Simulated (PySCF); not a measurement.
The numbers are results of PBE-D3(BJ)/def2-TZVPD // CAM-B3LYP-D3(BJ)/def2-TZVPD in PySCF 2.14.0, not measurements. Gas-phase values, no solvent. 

Reference species (SMILES): `[O-][SiH2]Cl` (charge -1, multiplicity 1).

```json
{
  "HOMO": "-0.63 eV"
}
```

Changed species: `CC#C[SiH2][O-]` (X = propynyl, proton removed; the reference has X = chloro, proton removed).

### Question
What does the change do to the HOMO?

### Answer
the HOMO rises by 0.46 eV, to -0.17 eV.
